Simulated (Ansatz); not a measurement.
Reaction (homolysis of the C–O bond): `C[O][GeH2][OH]` → `[CH3]`• + `[O][GeH2][OH]`•

Gas-phase electronic energies from Ansatz, PBE0-D4/def2-TZVP geometries. CCSD(T)/CBS adds triple-zeta CCSD(T) − MP2 to the extrapolated MP2 energy (def2 sets, frozen cores). This one scheme is used for every species. DFT in def2-TZVPP. Open shells (•) are unrestricted, without spin–orbit coupling. For Ge outer-core shells are correlated without core-valence functions, which leaves a few kJ/mol of doubt a bond. Scalar relativity is left out up to krypton. Each species was taken in one conformer, which may not be the lowest.

`C[O][GeH2][OH]`:

Cartesian coordinates in Å:
```
C -0.695 -1.385 0.546
O 0.205 -0.714 -0.303
Ge 0.536 1.009 -0.034
O 1.255 1.590 -1.536
H -0.269 -1.559 1.542
H -0.921 -2.357 0.101
H -1.641 -0.840 0.668
H -0.816 1.690 0.277
H 1.603 1.230 1.046
H 0.743 1.335 -2.307
```

`[CH3]`•:

Cartesian coordinates in Å:
```
C 0.000 0.000 0.000
H -0.310 -0.880 0.544
H -0.363 0.171 -1.003
H 0.673 0.709 0.459
```

`[O][GeH2][OH]`•:

```xyz
6

O     0.168    0.911   -1.597
Ge    0.343    0.246    0.055
O    -1.141   -0.546    0.599
H     1.502   -0.752   -0.117
H     0.565    1.386    1.048
H    -1.435   -1.247    0.012
```

```csv
level,ΔE (kJ/mol),difference from CCSD(T)/CBS
revPBE-D4,381.4,-27.0
B97M-V,382.9,-25.5
r2SCANh-D4,367.1,-41.3
BHLYP-D4,362.5,-45.9
revPBE,363.4,-45.0
r2SCANh,365.3,-43.1
r2SCAN0,361.6,-46.8
CCSD/def2-TZVPP,382.2,-26.2
CCSD(T)/def2-TZVPP,395.3,-13.1
HF/CBS(def2),237.9,-170.5
CCSD(T)/CBS,408.4,0
```

Largest T1 diagnostic among the species: 0.015.

The D4 term adds +9.8 kJ/mol with B3LYP and +5.3 kJ/mol with PBE0; it sums over pairs of atoms, weighted by their polarisabilities, and B3LYP, whose exchange is more repulsive, gets the larger term. From PBE to PBE0 (25 % exact exchange), in def2-TZVPP and without D4, ΔE moves by −6.6 kJ/mol: exact exchange takes away binding that semilocal exchange gives to molecules.

B3LYP here is the variant with VWN-RPA as its local correlation; programs differ in this.
